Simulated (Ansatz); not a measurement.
Steps of a relaxation of `B/C(C)=C/Cl` with RKS PBE0-D4/def2-TZVP.

```sh
$ ansatz run in.yaml --threads 4 --pin off --events-out ev --progress --plain --max-ram 10444MiB
```

```yaml
crystal:
  periodic: [false, false, false]
  atoms:
    - {symbol: B, position_ang: [0.119257, 0.855422, 1.393683]}
    - {symbol: C, position_ang: [0.094417, 0.062604, 0.071188]}
    - {symbol: C, position_ang: [-1.123588, -0.637677, -0.479559]}
    - {symbol: C, position_ang: [1.290072, 0.038941, -0.588146]}
    - {symbol: Cl, position_ang: [1.546380, -0.773568, -2.095601]}
    - {symbol: H, position_ang: [1.152614, 1.386476, 1.761255]}
    - {symbol: H, position_ang: [-0.883594, 0.958610, 2.077453]}
    - {symbol: H, position_ang: [-2.001455, -0.500290, 0.178338]}
    - {symbol: H, position_ang: [-1.381655, -0.259731, -1.491801]}
    - {symbol: H, position_ang: [-0.941856, -1.727461, -0.595936]}
    - {symbol: H, position_ang: [2.194708, 0.539773, -0.210274]}
basis:
  gaussian: {orbitals: def2-TZVP}
hamiltonian: {xc: pbe0, dispersion: d4}
relax: {f_tol: 0.005, max_steps: 150}
```

Positions (Å) and forces (eV/Å) along the path, 7 of 7 steps:

```xyz
11
step=1 energy=-16399.6653 eV
B     0.119    0.855    1.394    0.021    0.085    0.131
C     0.094    0.063    0.071    0.768   -0.047   -0.475
C    -1.124   -0.638   -0.480   -0.166   -0.152   -0.171
C     1.290    0.039   -0.588   -0.491    0.101    0.423
Cl    1.546   -0.774   -2.096   -0.086    0.233    0.441
H     1.153    1.386    1.761   -0.404   -0.215   -0.158
H    -0.884    0.959    2.077    0.389   -0.043   -0.268
H    -2.001   -0.500    0.178    0.451   -0.043   -0.294
H    -1.382   -0.260   -1.492    0.125   -0.156    0.503
H    -0.942   -1.727   -0.596   -0.078    0.527    0.085
H     2.195    0.540   -0.210   -0.529   -0.291   -0.218
11
step=2 energy=-16399.7147 eV
B     0.120    0.850    1.385   -0.006    0.026    0.046
C     0.096    0.061    0.069    0.197   -0.019   -0.143
C    -1.115   -0.635   -0.480   -0.072   -0.041   -0.028
C     1.277    0.040   -0.580   -0.092   -0.021    0.022
Cl    1.536   -0.769   -2.079   -0.024    0.114    0.201
H     1.141    1.374    1.745   -0.114   -0.060   -0.044
H    -0.870    0.951    2.060    0.110   -0.011   -0.072
H    -1.979   -0.495    0.176    0.114   -0.018   -0.086
H    -1.373   -0.258   -1.479    0.040   -0.047    0.149
H    -0.937   -1.714   -0.591   -0.022    0.158    0.023
H     2.169    0.536   -0.205   -0.131   -0.080   -0.068
11
step=3 energy=-16399.7189 eV
B     0.119    0.848    1.380    0.000   -0.004    0.001
C     0.097    0.061    0.066   -0.008   -0.004    0.015
C    -1.114   -0.634   -0.479    0.004    0.007    0.004
C     1.276    0.039   -0.578    0.002   -0.023   -0.074
Cl    1.538   -0.762   -2.072   -0.002    0.020    0.047
H     1.135    1.369    1.738    0.007    0.005    0.004
H    -0.866    0.948    2.053   -0.006    0.001    0.002
H    -1.973   -0.492    0.177   -0.001    0.003    0.005
H    -1.372   -0.258   -1.472   -0.005    0.003   -0.011
H    -0.937   -1.708   -0.587    0.001   -0.011   -0.002
H     2.163    0.533   -0.204    0.007    0.003    0.009
11
step=4 energy=-16399.7189 eV rejected
B     0.119    0.847    1.380   -0.003    0.009   -0.007
C     0.097    0.061    0.065   -0.008    0.020    0.004
C    -1.114   -0.634   -0.479    0.003   -0.001    0.002
C     1.275    0.043   -0.580    0.018   -0.052   -0.010
Cl    1.540   -0.766   -2.069   -0.004    0.018    0.005
H     1.135    1.369    1.738    0.003    0.000    0.002
H    -0.866    0.947    2.053   -0.001   -0.004    0.004
H    -1.972   -0.493    0.178   -0.002    0.001    0.002
H    -1.375   -0.256   -1.472   -0.001    0.001   -0.002
H    -0.937   -1.707   -0.590    0.000   -0.004   -0.001
H     2.163    0.534   -0.204   -0.004    0.014    0.001
11
step=5 energy=-16399.7190 eV
B     0.119    0.847    1.380    0.000   -0.001   -0.002
C     0.098    0.061    0.065   -0.001    0.001   -0.001
C    -1.114   -0.634   -0.479    0.005    0.000    0.001
C     1.275    0.039   -0.579   -0.008   -0.004   -0.007
Cl    1.539   -0.764   -2.070    0.003    0.001    0.002
H     1.135    1.370    1.738    0.002    0.001    0.001
H    -0.865    0.947    2.053   -0.001    0.000    0.001
H    -1.972   -0.492    0.177    0.002   -0.003   -0.001
H    -1.373   -0.258   -1.473   -0.001    0.006   -0.002
H    -0.938   -1.708   -0.589   -0.003   -0.002    0.005
H     2.162    0.534   -0.204    0.003    0.001    0.003
11
step=6 energy=-16399.7190 eV rejected
B     0.119    0.847    1.379    0.002    0.003    0.004
C     0.097    0.060    0.065    0.019    0.011    0.017
C    -1.114   -0.633   -0.478   -0.029   -0.015   -0.016
C     1.275    0.039   -0.579    0.007    0.001   -0.001
Cl    1.539   -0.764   -2.070    0.000   -0.001   -0.001
H     1.135    1.370    1.738   -0.002   -0.001   -0.001
H    -0.866    0.947    2.053    0.002   -0.001   -0.002
H    -1.972   -0.493    0.178    0.005    0.002   -0.001
H    -1.373   -0.256   -1.472   -0.003   -0.002    0.001
H    -0.938   -1.708   -0.589    0.002    0.002    0.000
H     2.162    0.533   -0.204   -0.003    0.000    0.000
11
step=7 energy=-16399.7190 eV
B     0.119    0.847    1.380    0.000   -0.001    0.000
C     0.098    0.061    0.065    0.002    0.002    0.001
C    -1.114   -0.634   -0.479   -0.001   -0.001   -0.003
C     1.275    0.039   -0.579   -0.001   -0.001   -0.001
Cl    1.540   -0.764   -2.070    0.001    0.000    0.000
H     1.135    1.370    1.738    0.000    0.000    0.000
H    -0.866    0.946    2.053    0.000    0.000    0.000
H    -1.972   -0.492    0.178    0.000    0.000    0.000
H    -1.374   -0.257   -1.472    0.000    0.001    0.001
H    -0.938   -1.708   -0.589    0.000    0.000    0.001
H     2.162    0.534   -0.204    0.000    0.000    0.001
```

It took 17 s on 4 threads of an Intel Xeon 6975P-C on a shared host, with 0.49 GiB of host memory at the peak.
